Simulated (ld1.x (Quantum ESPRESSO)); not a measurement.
## gallium: TM semilocal pseudisation with PBE, scalar-relativistic reference atom.

Input for ld1.x (Quantum ESPRESSO) 7.5:

```
&input
   title='Ga', zed=31., rel=1, dft='PBE', iswitch=3,
   config='[Ar] 3d10 4s2 4p0.5 4d-2',
   nld=3, rlderiv=2.65, eminld=-3.0, emaxld=5.0, deld=0.02
 /
 &inputp
   pseudotype=1, tm=.true., lloc=2,
   nlcc=.true., rcore=1.65,
   file_pseudopw='Ga.pp', file_wfcaegen='ae.wfc', file_wfcncgen='nc.wfc'
 /
3
4S  1  0   2.00   0.00  1.65  1.65  0.0
4P  2  1   0.50   0.00  2.45  2.45  0.0
4D  3  2  -2.00   0.05  2.10  2.10  0.0
 &test
   configts(1)='4s2 4p0.5'
 /
```

Command:

```bash
ld1.x < Ga.in > Ga.out
```

The program printed (shortened: banner, matrices, multipoles, cross overlaps and the repeated all-electron block are left out):

```
Program LD1 v.7.5
     --------------------------- All-electron run ----------------------------

     Ga
     scalar relativistic calculation

     atomic number is 31.00
     dft =PBE   lsd =0 sic =0 latt =0  beta=0.20 tr2=1.0E-14
     Exchange-correlation= PBE
                           (   1   4   3   4   0   0   0)
     mesh =1205 r(mesh) = 101.09016 a.u. xmin = -7.00 dx = 0.01250
     1 Ry =  13.60569312 eV, c = 137.03599908

     n l     nl                  e(Ry)          e(Ha)          e(eV)
     1 0     1S 1( 2.00)      -752.1721      -376.0860    -10233.8225
     2 0     2S 1( 2.00)       -93.0609       -46.5305     -1266.1581
     2 1     2P 1( 6.00)       -81.0450       -40.5225     -1102.6729
     3 0     3S 1( 2.00)       -11.1691        -5.5845      -151.9629
     3 1     3P 1( 6.00)        -7.5482        -3.7741      -102.6979
     3 2     3D 1(10.00)        -1.6896        -0.8448       -22.9888
     4 0     4S 1( 2.00)        -0.9134        -0.4567       -12.4272
     4 1     4P 1( 0.50)        -0.4132        -0.2066        -5.6219

     final scf error:  5.8E-15 reached in  29 iterations

     Etot =   -3887.729917 Ry,   -1943.864958 Ha,  -52895.260192 eV

     Ekin =    3953.845768 Ry,    1976.922884 Ha,   53794.812178 eV
     Encl =   -9360.492638 Ry,   -4680.246319 Ha, -127355.990318 eV
     Eh   =    1669.688649 Ry,     834.844325 Ha,   22717.271373 eV
     Exc  =    -150.771696 Ry,     -75.385848 Ha,   -2051.353425 eV

     normalization and overlap integrals

     s(1S/1S) =  1.000000  <r> =   0.0486  <r2> =    0.0032  r(max) =   0.0319
     s(2S/2S) =  1.000000  <r> =   0.2178  <r2> =    0.0560  r(max) =   0.1833
     s(2P/2P) =  1.000000  <r> =   0.1907  <r2> =    0.0446  r(max) =   0.1464
     s(3S/3S) =  1.000000  <r> =   0.6518  <r2> =    0.4907  r(max) =   0.5647
     s(3P/3P) =  1.000000  <r> =   0.6792  <r2> =    0.5442  r(max) =   0.5647
     s(3D/3D) =  1.000000  <r> =   0.8094  <r2> =    0.8589  r(max) =   0.5305
     s(4S/4S) =  1.000000  <r> =   2.2812  <r2> =    6.0200  r(max) =   1.8748
     s(4P/4P) =  1.000000  <r> =   3.0942  <r2> =   11.3185  r(max) =   2.4073

     ------------------------ End of All-electron run ------------------------

     --------------------- Generating NC pseudopotential ---------------------

      Generating local pot.: lloc=2, matching radius rcloc =   2.1000

      Computing core charge for nlcc:

       r > 1.65 : true rho core
       r < 1.65 : rho core = a sin(br)/r    a=   2.00  b=   1.62

      Integrated core pseudo-charge :   2.74

      Wfc   4S  rcut= 1.634  Using Troullier-Martins method

      Wfc   4P  rcut= 2.438  Using Troullier-Martins method

     ------------------- End of pseudopotential generation -------------------

     Computing logarithmic derivative in   2.64397
     Computing logarithmic derivative in   2.64397
     Computing the partial wave expansion
     R is outside the sphere for l=    0 j= 0.00
     R is outside the sphere for l=    1 j= 0.00
       no projector for channel:   2

     ---------------------- Testing the pseudopotential ----------------------

     Ga
     scalar relativistic calculation

     atomic number is 31.00   valence charge is  3.00
     dft =PBE   lsd =0 sic =0 latt =0  beta=0.20 tr2=1.0E-14
     mesh =1205 r(mesh) = 101.09016 xmin = -7.00 dx = 0.01250

     n l     nl             e AE (Ry)        e PS (Ry)    De AE-PS (Ry)
     1 0     4S   1( 2.00)       -0.91338       -0.91339        0.00000
     2 1     4P   1( 0.50)       -0.41320       -0.41320        0.00000

     eps = 9.6E-15  iter =  3

     Etot =   -3887.729917 Ry,   -1943.864958 Ha,  -52895.260192 eV
     Etotps =    -6.361830 Ry,      -3.180915 Ha,     -86.557106 eV

     Ekin =       1.296693 Ry,       0.648346 Ha,      17.642406 eV
     Encl =      -5.537181 Ry,      -2.768590 Ha,     -75.337183 eV
     Ehrt =       2.320089 Ry,       1.160044 Ha,      31.566416 eV
     Ecxc =      -3.697391 Ry,      -1.848695 Ha,     -50.305565 eV
     (Ecc =      -2.200488 Ry,      -1.100244 Ha,     -29.939166 eV)
     Epseu=      -0.744040 Ry,      -0.372020 Ha,     -10.123179 eV

     ---------------------- End of pseudopotential test ----------------------
```

Generation and configuration tests took about 1.8 s on one core of a shared server CPU.

Transferability test of the new file with ld1.x, input:

```
&input
   title='Ga', zed=31., rel=1, dft='PBE', iswitch=2,
   config='[Ar] 3d10 4s2 4p0.5 4d-2'
 /
 &test
   file_pseudo='Ga.pp', nconf=8,
   configts(1)='4s2 4p0.5',
   configts(2)='4s2 4p1',
   configts(3)='4s2 4p0',
   configts(4)='4s1 4p0',
   configts(5)='4s0 4p3',
   configts(6)='4s1 4p2',
   configts(7)='4s2 4p1.3',
   configts(8)='4s1 4p1'
 /
```

```bash
ld1.x < Ga.test.in > Ga.test.out
```

Pseudopotential blocks of its output, shortened (energy terms left out):

```
     ---------------------- Testing the pseudopotential ----------------------

     n l     nl             e AE (Ry)        e PS (Ry)    De AE-PS (Ry)
     1 0     4S   1( 2.00)       -0.91338       -0.91339        0.00000
     2 1     4P   1( 0.50)       -0.41320       -0.41320        0.00000

     eps = 2.8E-15  iter =  9

     Etot =   -3887.729917 Ry,   -1943.864958 Ha,  -52895.260192 eV
     Etotps =    -6.361830 Ry,      -3.180915 Ha,     -86.557104 eV

     ---------------------- End of pseudopotential test ----------------------

          ---------------------- Testing the pseudopotential ----------------------

     n l     nl             e AE (Ry)        e PS (Ry)    De AE-PS (Ry)
     1 0     4S   1( 2.00)       -0.65769       -0.65684       -0.00085
     2 1     4P   1( 1.00)       -0.18956       -0.18927       -0.00029

     eps = 7.6E-15  iter =  9

     Etot =   -3887.879138 Ry,   -1943.939569 Ha,  -52897.290452 eV
     Etotps =    -6.510960 Ry,      -3.255480 Ha,     -88.586122 eV
     dEtot_ae =      -0.149221 Ry
     dEtot_ps =      -0.149130 Ry,   Delta E=      -0.000091 Ry

     ---------------------- End of pseudopotential test ----------------------

          ---------------------- Testing the pseudopotential ----------------------

     n l     nl             e AE (Ry)        e PS (Ry)    De AE-PS (Ry)
     1 0     4S   1( 2.00)       -1.20034       -1.20283        0.00249
     2 1     4P   1( 0.00)       -0.66647       -0.66797        0.00150

     eps = 8.8E-17  iter =  9

     Etot =   -3887.461073 Ry,   -1943.730537 Ha,  -52891.602393 eV
     Etotps =    -6.092642 Ry,      -3.046321 Ha,     -82.894623 eV
     dEtot_ae =       0.268843 Ry
     dEtot_ps =       0.269187 Ry,   Delta E=      -0.000344 Ry

     ---------------------- End of pseudopotential test ----------------------

          ---------------------- Testing the pseudopotential ----------------------

     n l     nl             e AE (Ry)        e PS (Ry)    De AE-PS (Ry)
     1 0     4S   1( 1.00)       -1.91606       -1.93526        0.01921  !
     2 1     4P   1( 0.00)       -1.30377       -1.31764        0.01387  !

     eps = 2.8E-17  iter =  7

     Etot =   -3885.908206 Ry,   -1942.954103 Ha,  -52870.474560 eV
     Etotps =    -4.529564 Ry,      -2.264782 Ha,     -61.627851 eV
     dEtot_ae =       1.821710 Ry
     dEtot_ps =       1.832266 Ry,   Delta E=      -0.010556 Ry

     ---------------------- End of pseudopotential test ----------------------

          ---------------------- Testing the pseudopotential ----------------------

     n l     nl             e AE (Ry)        e PS (Ry)    De AE-PS (Ry)
     1 0     4S   1( 0.00)       -0.80735       -0.81218        0.00483
     2 1     4P   1( 3.00)       -0.29537       -0.29651        0.00114

     eps = 4.4E-15  iter = 10

     Etot =   -3886.896388 Ry,   -1943.448194 Ha,  -52883.919461 eV
     Etotps =    -5.524791 Ry,      -2.762396 Ha,     -75.168617 eV
     dEtot_ae =       0.833528 Ry
     dEtot_ps =       0.837038 Ry,   Delta E=      -0.003510 Ry

     ---------------------- End of pseudopotential test ----------------------

          ---------------------- Testing the pseudopotential ----------------------

     n l     nl             e AE (Ry)        e PS (Ry)    De AE-PS (Ry)
     1 0     4S   1( 1.00)       -0.73819       -0.74032        0.00214
     2 1     4P   1( 2.00)       -0.24611       -0.24653        0.00042

     eps = 7.0E-15  iter = 14

     Etot =   -3887.398627 Ry,   -1943.699314 Ha,  -52890.752772 eV
     Etotps =    -6.029807 Ry,      -3.014903 Ha,     -82.039703 eV
     dEtot_ae =       0.331289 Ry
     dEtot_ps =       0.332023 Ry,   Delta E=      -0.000734 Ry

     ---------------------- End of pseudopotential test ----------------------

          ---------------------- Testing the pseudopotential ----------------------

     n l     nl             e AE (Ry)        e PS (Ry)    De AE-PS (Ry)
     1 0     4S   1( 2.00)       -0.52577       -0.52490       -0.00087
     2 1     4P   1( 1.30)       -0.07511       -0.07495       -0.00017

     eps = 5.5E-15  iter = 15

     Etot =   -3887.918382 Ry,   -1943.959191 Ha,  -52897.824394 eV
     Etotps =    -6.550137 Ry,      -3.275068 Ha,     -89.119151 eV
     dEtot_ae =      -0.188465 Ry
     dEtot_ps =      -0.188307 Ry,   Delta E=      -0.000158 Ry

     ---------------------- End of pseudopotential test ----------------------

          ---------------------- Testing the pseudopotential ----------------------

     n l     nl             e AE (Ry)        e PS (Ry)    De AE-PS (Ry)
     1 0     4S   1( 1.00)       -1.28054       -1.28724        0.00670  !
     2 1     4P   1( 1.00)       -0.73071       -0.73436        0.00364

     eps = 8.5E-15  iter =  8

     Etot =   -3886.919219 Ry,   -1943.459609 Ha,  -52884.230082 eV
     Etotps =    -5.548694 Ry,      -2.774347 Ha,     -75.493822 eV
     dEtot_ae =       0.810698 Ry
     dEtot_ps =       0.813136 Ry,   Delta E=      -0.002438 Ry

     ---------------------- End of pseudopotential test ----------------------
```
